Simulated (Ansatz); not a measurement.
```xyz
12

N    -1.380   -0.868    0.315
C     0.071   -1.063    0.283
Si    0.892    0.623    0.171
N     0.287    1.356   -1.259
H    -1.871   -1.753    0.280
H    -1.658   -0.413    1.176
H     0.329   -1.604   -0.633
H     0.476   -1.648    1.123
H     2.375    0.516    0.083
H     0.586    1.357    1.443
H    -0.700    1.227   -1.432
H     0.593    2.270   -1.549
```

Charge 0, multiplicity 1.

**Question.** List the ωB97M-V/def2-TZVPP orbital energies in eV (the Gaussian-basis code of Ansatz). (An estimate is asked.)

**Answer.** Computed: Occupied: -1806.59, -394.26, -393.72, -281.59, -147.63, -101.75, -101.74, -101.73, -27.33, -26.11, -21.10, -17.20, -16.14, -15.95, -14.96, -13.66, -13.10, -11.75, -11.07, -9.67, -9.21. Lowest empty: 2.23, 2.40, 3.36, 3.56, 3.94, 4.28, 4.68, 4.94.
